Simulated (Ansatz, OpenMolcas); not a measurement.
**From OpenMolcas to Ansatz**

OpenMolcas 26.06 runs this on GeH3F (fluorogermane):

mol.xyz:
```
5

F     -1.046500     0.474300     1.162200
Ge     0.068200    -0.041600    -0.072800
H      1.331000    -0.512000     0.658600
H     -0.627800    -1.178000    -0.831200
H      0.325100     1.183600    -0.958100
```

job.input:
```
* FGeH3 Kohn-Sham DFT
&GATEWAY
BASLIB=$CurrDir
COORD=mol.xyz
BASIS=aug-cc-pVDZ
GROUP=NoSym
&SEWARD
GRIDINPUT
Grid=UltraFine
End of Grid
&SCF
KSDFT=PBE0
THRESHOLDS=1e-10 1e-07 1e-07 1e-05
PRORBITALS=1 1
&ALASKA
```

```bash
$ export MOLCAS_MEM=1860
$ pymolcas job.input > job.log
```

(Basis files named in the input come from the Basis Set Exchange and aren't shown.)

Geometry: relaxed at PBE0-D4/def2-TZVP.

It gives a total energy of -2178.288782 Eh.

Question: Translate the job to Ansatz 0.2.0 as an input file of the program's own, asking for the energy.

Answer: For example:

job.yaml:
```yaml
crystal:
  periodic: [false, false, false]
  atoms:
    - {symbol: F, position_ang: [-1.046500, 0.474300, 1.162200]}
    - {symbol: Ge, position_ang: [0.068200, -0.041600, -0.072800]}
    - {symbol: H, position_ang: [1.331000, -0.512000, 0.658600]}
    - {symbol: H, position_ang: [-0.627800, -1.178000, -0.831200]}
    - {symbol: H, position_ang: [0.325100, 1.183600, -0.958100]}
basis:
  gaussian: {orbitals: aug-cc-pVDZ}
hamiltonian: {xc: {name: PBE0}}
accuracy: high
output: {orbitals: {seedname: orbitals}}
```

```bash
$ ansatz run job.yaml --threads 1 --pin off --max-ram 3480MiB --events-out events.jsonl --progress --plain --runs-dir runs
```

Its energy is -2178.288784 Eh, 0.002 mEh from the first.
